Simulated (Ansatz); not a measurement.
Ansatz results at the PBE0-D4/def2-TZVP geometry: HOMO–LUMO gap (PBE/def2-TZVPP) 5.06 eV; LUMO energy (B3LYP/def2-TZVPP) -0.54 eV; size of the dipole moment (PBE/def2-TZVPP) 1.98 D.

Each molecule was computed in one conformer, which needn't be the lowest.

(1) Which molecule gave them?
A. `[SeH][Al]([SeH])[SeH]`
B. `[NH2][Al]([SH])[SH]`
C. `[OH][Al]([O][SiH3])[O][SiH3]`
D. `[NH2][Al]([OH])[OH]`

Results:

(1) B. The others give `[SeH][Al]([SeH])[SeH]`: 4.35, -1.25, 1.02; `[NH2][Al]([OH])[OH]`: 4.88, -0.50, 1.57; `[OH][Al]([O][SiH3])[O][SiH3]`: 5.52, -1.12, 1.21.

B3LYP here is the variant with VWN-RPA as its local correlation; programs differ in this.
